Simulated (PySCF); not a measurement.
Isomers of C5H6ClNSi. Method: TDDFT PBE0/def2-SVPD, vertical, gas phase, core orbitals frozen in the response (PySCF). Geometries: GFN2-xTB; one conformer of each isolated species. Triplets are in the Tamm–Dancoff approximation.

A. `N#C[C@@]1([SiH3])C=C(Cl)C1`
B. `c1c(ccc(n1)[SiH3])Cl`
C. `[H]/N=C\C(=C)[Si@H](Cl)C#C`

Lowest singlet levels (six at most, fewer where fewer were computed) with oscillator strengths:

1. 4.48 eV (f 0.004); 4.82 eV (f 0.000); 5.21 eV (f 0.082); 5.81 eV (f 0.248); 6.60 eV (f 0.000); 6.64 eV (f 0.000); T1 3.81 eV
2. 4.26 eV (f 0.001); 5.59 eV (f 0.001); 5.91 eV (f 0.086); 6.02 eV (f 0.015); 6.12 eV (f 0.011); 6.17 eV (f 0.012); T1 3.49 eV
3. 6.27 eV (f 0.236); 6.52 eV (f 0.018); 6.77 eV (f 0.006); 6.88 eV (f 0.017); 6.92 eV (f 0.009); 7.03 eV (f 0.002); T1 4.09 eV

Question: Match each spectrum to its molecule.

Answer: 1 = B, 2 = C, 3 = A.
- A: S1 at 6.27 eV, HOMO→LUMO (92%); Löwdin shares by element: HOMO carbon 58% or more, chlorine 23% (atoms not listed hold the other 19%); LUMO carbon 58% or more, chlorine 10%, hydrogen 6% or more (atoms not listed hold the other 25%); HOMO -7.72 and LUMO -0.78 eV.
- B: S1 at 4.48 eV, HOMO→LUMO (98%); Löwdin shares by element: HOMO nitrogen 53%, carbon 22% or more, silicon 6% (atoms not listed hold the other 19%); LUMO carbon 50% or more, nitrogen 21% (atoms not listed hold the other 29%); HOMO -7.53 and LUMO -1.42 eV.
- C: S1 at 4.26 eV, HOMO→LUMO (93%); Löwdin shares by element: HOMO nitrogen 57%, carbon 22% or more, hydrogen 7% or more; LUMO carbon 64% or more, nitrogen 16% (atoms not listed hold the other 20%); HOMO -7.57 and LUMO -1.71 eV.
